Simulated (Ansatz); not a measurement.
Input for Ansatz (a quantum-chemistry and plane-wave program): R-r2SCAN/def2-TZVPP on AgH6NSi2 (SMILES [SiH3][N]([SiH3])[Ag]). Elements past Kr take the def2 small-core potentials; no spin–orbit coupling.

Ansatz 0.2 input:
```yaml
crystal:
  periodic: [false, false, false]
  atoms:
    - {symbol: Ag, position_ang: [0.00702386, -1.03563365, 2.39549467]}
    - {symbol: N, position_ang: [-0.00047288, -0.12257867, 0.53588482]}
    - {symbol: Si, position_ang: [1.55409725, 0.11575062, -0.18353584]}
    - {symbol: Si, position_ang: [-1.55535092, 0.05727266, -0.19967127]}
    - {symbol: H, position_ang: [1.41668347, 0.96034397, -1.41297180]}
    - {symbol: H, position_ang: [2.24093462, -1.15580993, -0.58817839]}
    - {symbol: H, position_ang: [2.49411587, 0.80367223, 0.75892438]}
    - {symbol: H, position_ang: [-2.18923362, -1.23898393, -0.61238342]}
    - {symbol: H, position_ang: [-2.53052530, 0.70815512, 0.73333767]}
    - {symbol: H, position_ang: [-1.43727234, 0.90781158, -1.42700081]}
basis:
  gaussian:
    orbitals: def2-TZVPP
hamiltonian:
  xc: {name: r2SCAN}
scf: {lower_state_search: off}
```

It printed:

```
WARN ansatz: RAYON_NUM_THREADS=8 ignored (pool sized by the plan → 8); use --threads N
Functional definition: r2SCAN
these checks for a lower state are left out or cut short: stability, starts, cluster_reference, orbital_swaps, neighbouring_geometries, increment
integrals: 0.22 GiB planned
1429 factors; their error is unknown
mean field: 1.40 GiB planned
mean field evaluation 1: about -21331.4671 eV, gradient 7.7e1 eV
mean field evaluation 2: about -21208.0144 eV, gradient 1.9e2 eV
mean field evaluation 4: about -21342.6927 eV, gradient 2.3e1 eV
mean field evaluation 8: about -21343.4396 eV, gradient 3.0e-1 eV
mean field evaluation 16: about -21343.4045 eV, gradient 4.4e-4 eV
mean field -21343.40452204 eV, -784.3556491056 hartree, gradient 1.9e-6 eV, S^2 0.000000; 0 other end points of the search recorded, 0 dependent functions left out
reference -21343.40454020 eV, -784.3556497731 hartree; 30, 30 occupied and 225, 225 virtual orbitals, 1429 factors
Total energy: -21343.40454020 eV, -784.3556497731 hartree
Checks for a lower state left out: stability, starts, cluster_reference, orbital_swaps, neighbouring_geometries, increment
```

The run converged.

Cost: very roughly 9 core-seconds.
